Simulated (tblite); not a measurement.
Compound: C₆H₆NO₂ (doublet state).
Numbering: `[CH2:1]=[C:2]1[C@@H:3]([C:4]=[O:5])[C@@H:6]1[NH:7][CH:8]=[O:9]` (hydrogens: H10, H11 on C1; H12 on C3; H13 on C6; H14 on N7; H15 on C8)

Cartesian coordinates in Å at the GFN2-xTB level; atoms count from 1:
```
atom  x, y, z in Å
C1    -2.0644    1.1369   -0.6899
C2    -1.1123    0.3025   -0.3533
C3    -0.7511   -0.8604    0.4961
C4    -1.3050   -2.1350    0.1168
O5    -1.3934   -2.7357   -0.9069
C6     0.2606   -0.1517   -0.4718
N7     1.3316    0.6056    0.0680
C8     2.6215    0.3772   -0.2771
O9     2.9901   -0.4446   -1.0734
H10   -1.8908    1.9165   -1.4129
H11   -3.0545    1.0660   -0.2720
H12   -0.6320   -0.6924    1.5598
H13    0.5785   -0.7388   -1.3268
H14    1.1070    1.3071    0.7568
H15    3.3098    1.0550    0.2590
```

Calculated harmonic vibrations of the isolated species, GFN2-xTB (tblite), most abundant isotopes, no scaling. This tight-binding method is rough: wavenumbers can miss measured ones by several per cent, in bad cases by 10 to 20. One conformer, not necessarily the lowest. Open shells enter through the occupations alone, without spin polarisation, and single modes of such species can be off by tens of per cent.

Harmonic wavenumbers (cm⁻¹): 43.5, 82.3, 112.8, 153.8, 200.5, 217.7, 282.8, 321.5, 381.3, 504.7, 513.3, 574.9, 668.5, 722.9, 727.3, 874.9, 910.8, 925.6, 949.1, 976.9, 1014.4, 1056.0, 1066.2, 1128.8, 1189.9, 1211.3, 1239.7, 1374.0, 1390.9, 1415.4, 1764.0, 1830.5, 1894.6, 2786.1, 3029.8, 3039.0, 3094.0, 3117.9, 3446.6.

A = 2461, B = 1099, C = 848.1 MHz; mass 124.040 u (most abundant isotopes); point group C1, symmetry number 1; spin multiplicity 2.

Task: Zero-point energy?

Result: ½Σν̃ = 23117 cm⁻¹ = 276.54 kJ/mol.

Task: Give the ideal-gas entropy at 273.15 K and 1 bar in the rigid-rotor, harmonic-oscillator model (classical rotation).

Result: Translation 167.16, rotation 121.62, vibration 101.45, spin (R ln 2) 5.76: S = 396.0 J/(mol K).

Task: And Cp and H(273.15 K) − H(0)?

Result: Cp = 136.82 J/(mol K), of which vibrations give 103.56 (their classical limit is 39 R = 324.3); H(273.15 K) − H(0) = 23.71 kJ/mol without the zero-point energy, 14.63 from vibrations.

Task: What must be added to the electronic energy to get the Gibbs energy at 273.15 K and 1 bar?

Result: ZPE + [H(273.15 K) − H(0)] − T·S = 276.54 + 23.71 − 108.16 = 192.09 kJ/mol.

Task: Which modes carry the vibrational entropy at 273.15 K?

Result: 43.5 cm⁻¹: 20.58; 82.3 cm⁻¹: 15.33; 112.8 cm⁻¹: 12.76; 153.8 cm⁻¹: 10.29; 200.5 cm⁻¹: 8.24; 217.7 cm⁻¹: 7.62 J/(mol K); the other 33 give 26.63 together.

Hindered rotation and anharmonicity are outside this model. Other conformers, if any are populated, would add a mixing term that is left out. The structure is chiral; the term R ln 2 for an equal mix with its mirror image is left out.

On one thread of an Arm Neoverse V1 (shared host), this took 0.44 s wall. This covers the Hessian and the dipole derivatives.
